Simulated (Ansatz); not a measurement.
Computed with Ansatz on PBE0-D4/def2-TZVP structures; ΔE is electronic, products minus reactants. CCSD(T)/CBS is the MP2 limit (def2-TZVPP, def2-QZVPP) plus CCSD(T) − MP2 in def2-TZVPP, frozen cores. This one scheme is used for every species. Functionals use def2-TZVPP. B3LYP here is the variant with VWN-RPA as its local correlation; programs differ in this. Elements past krypton have def2 core potentials. For Sn outer-core shells are correlated without core-valence functions, which leaves a few kJ/mol of doubt a bond. One conformer a species, not always the lowest.

`C[O][Sn][Cl]` + H₂O → `C[O][Sn][OH]` + HCl  (formal hydrolysis of the Sn–Cl bond)

`C[O][Sn][Cl]`:

```xyz
7

C    -0.877    0.179    0.040
O    -0.039   -0.113   -1.049
Sn    1.876   -0.506   -1.150
Cl    2.397   -0.343    1.175
H    -1.685   -0.559    0.089
H    -0.343    0.174    0.996
H    -1.329    1.167   -0.100
```

H₂O:

Cartesian coordinates in Å:
```
O -0.214 0.141 -0.293
H 0.646 -0.281 -0.348
H -0.432 0.140 0.641
```

`C[O][Sn][OH]`:

Z-matrix (Å, degrees):
```
C
O 1 1.399
H 1 1.099 2 112.4
H 1 1.095 2 109.2 3 119.0
H 1 1.099 2 112.4 3 -121.9
Sn 2 1.982 1 127.1 3 60.9
O 6 1.980 2 98.4 1 0.0
H 7 0.961 6 117.1 2 -0.0
```

HCl:

Z-matrix (Å, degrees):
```
Cl
H 1 1.279
```

(1) Is it downhill or uphill in electronic energy at CCSD(T)/CBS, and by how much? (Best estimate.)

(2) What do these levels give: BLYP-D4, PBE0-D4, r2SCANh-D4, BHLYP-D4, PBE-QIDH, BLYP, B3LYP, r2SCAN0, CCSD(T)/def2-SVP, MP2/def2-TZVPP, CCSD/def2-TZVPP, HF/CBS(def2)? (Estimate.)

(3) What do rigid-rotor, harmonic-oscillator terms from PBE0-D4/def2-TZVP frequencies (298.15 K, 1 bar) make of the CCSD(T)/CBS value? (Estimate.)

Largest T1 diagnostic among the species: 0.017.

Results:

(1) Ansatz gave: Uphill: ΔE = +75.8 kJ/mol.

(2) The calculation gave: BLYP-D4 72.7, PBE0-D4 80.5, r2SCANh-D4 76.9, BHLYP-D4 82.3, PBE-QIDH 78.2, BLYP 71.1, B3LYP 75.3, r2SCAN0 79.5, CCSD(T)/def2-SVP 70.0, MP2/def2-TZVPP 72.9, CCSD/def2-TZVPP 71.0, HF/CBS(def2) 83.5 kJ/mol.

(3) Ansatz gave: ΔZPE = -8.0 kJ/mol, ΔH = +67.3 kJ/mol, ΔS = -2 J/(mol·K), ΔG = +67.9 kJ/mol. Modes under 50 cm⁻¹ make the entropy rough.

From r2SCAN to r2SCAN0 (25 % exact exchange), in def2-TZVPP and without D4, ΔE moves by +4.9 kJ/mol. Leaving LDA and LC-ωPBE aside and taking each functional with its dispersion term where it has one, the values, not all of them listed here, spread over 10.7 kJ/mol, from ωB97X-V to BHLYP-D4.
